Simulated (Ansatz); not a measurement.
Mulliken charges of H3OSiZn (`[SiH3][O][Zn]`) radical from r2SCAN/def2-TZVPP in Ansatz (PBE0-D4/def2-TZVP geometry).

```json
{"atom": "Si1", "x (Å)": "0.156", "y (Å)": "0.510", "z (Å)": "0.021", "charge (e)": "0.487"}
{"atom": "O2", "x (Å)": "0.128", "y (Å)": "-1.056", "z (Å)": "-0.404", "charge (e)": "-0.573"}
{"atom": "Zn3", "x (Å)": "-0.754", "y (Å)": "-2.613", "z (Å)": "-0.134", "charge (e)": "0.402"}
{"atom": "H4", "x (Å)": "-1.122", "y (Å)": "1.204", "z (Å)": "-0.320", "charge (e)": "-0.108"}
{"atom": "H5", "x (Å)": "1.261", "y (Å)": "1.203", "z (Å)": "-0.696", "charge (e)": "-0.100"}
{"atom": "H6", "x (Å)": "0.373", "y (Å)": "0.688", "z (Å)": "1.487", "charge (e)": "-0.108"}
```

Task: By hand: the dipole of these point charges (1 e Å = 4.8032 D).

Result: Σ q r = (-0.346, -0.522, 0.131) e Å, of length 0.640 e Å = 3.07 D.

Task: How does the dipole of the full density compare? (An estimate is asked.)

Result: Computed: (-0.233, -0.483, 0.050) e Å, 2.59 D; the point charges give 1.19 times that, at 10° from its direction.

Point charges leave out the atoms' own dipoles, such as those of lone pairs, and Mulliken's split depends on the basis, so the two needn't agree.
